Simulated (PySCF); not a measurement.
Chain-length series, n-germane H/H (end groups after the name). All species are isolated molecules in the gas phase. One relaxed conformer stands for each flexible species; it need not be the lowest. Strings in code marks are SMILES.

The T1 excitation (TDA) from two functionals at the same geometries (PBE0-D3(BJ)/def2-SVP), both in PySCF: PBE-D3(BJ)/def2-TZVP and ωB97X-D3(BJ)/def2-TZVP. Excitations are Tamm–Dancoff values on a coarser integration grid. The basis has no diffuse functions, so Rydberg states are missing or too high.

```
species                                           PBE-D3(BJ)/def2-TZVP (eV)
------------------------------------------------  -------------------------
n = 2 (`[GeH3][GeH3]`)                                                 6.24
n = 3 (`[GeH3][GeH2][GeH3]`)                                           5.60
n = 6 (`[GeH2]([GeH2][GeH3])[GeH2][GeH2][GeH3]`)                       4.42
```

What does ωB97X-D3(BJ)/def2-TZVP give for each?


- n = 2 (`[GeH3][GeH3]`): 6.92
- n = 3 (`[GeH3][GeH2][GeH3]`): 6.26
- n = 6 (`[GeH2]([GeH2][GeH3])[GeH2][GeH2][GeH3]`): 5.29
Over these rows, drawn at random from the members with no instability flagged (it was tested for open shells, ions and some series alone), PBE minus ωB97X-D3(BJ): mean -0.74 eV, from -0.87 eV to -0.66 eV.
